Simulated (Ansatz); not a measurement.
Born–Oppenheimer molecular dynamics of C2H4SSi (8 atoms, charge 0, multiplicity 1). It starts from a relaxed structure.

Method: UKS PBE/6-31G in Ansatz 0.2.0.

```json
{"ensemble": "NVT, Nosé–Hoover chain", "time step": "0.5 fs", "steps asked": "219", "set temperature": "700 K", "thermostat": "time constant 100 fs, chain length 3 (defaults)", "seed": "93744"}
```

First frame:

```xyz
8
Properties=species:S:1:pos:R:3
Si -0.336 1.013 -0.436
C -0.322 -0.757 0.278
C 0.791 -1.371 0.618
S 2.189 -2.086 1.022
H -0.982 1.014 -1.806
H -1.134 1.932 0.466
H 1.085 1.512 -0.541
H -1.292 -1.256 0.399
```

**Question.** How far do the bonds stretch over the last three quarters of this one trajectory? (Pairs bonded in most of those frames.)

**Answer.** 
| bond | mean (Å) | spread (Å) | shortest | longest |
| --- | --- | --- | --- | --- |
| Si1–C2 | 1.923 | 0.044 | 1.84 | 2.01 |
| Si1–H5 | 1.519 | 0.023 | 1.47 | 1.56 |
| Si1–H6 | 1.523 | 0.073 | 1.42 | 1.64 |
| Si1–H7 | 1.518 | 0.040 | 1.46 | 1.58 |
| C2–C3 | 1.320 | 0.020 | 1.28 | 1.36 |
| C2–H8 | 1.107 | 0.051 | 1.03 | 1.19 |
| C3–S4 | 1.624 | 0.037 | 1.56 | 1.68 |

Mean temperature of the second half: 481 K. The conserved energy stayed within 0.45 meV per atom of its start (net change 0.2 meV per atom), so the integration is sound. The mean temperature of the second half is 31 % below the set value. A run of 0.11 ps of so small a system gives no equilibrium averages. Limits of this set-up: no polarisation functions.

The run took 17 min on 1 thread of Arm Neoverse N1, with other jobs on the host, peak memory 0.12 GiB.
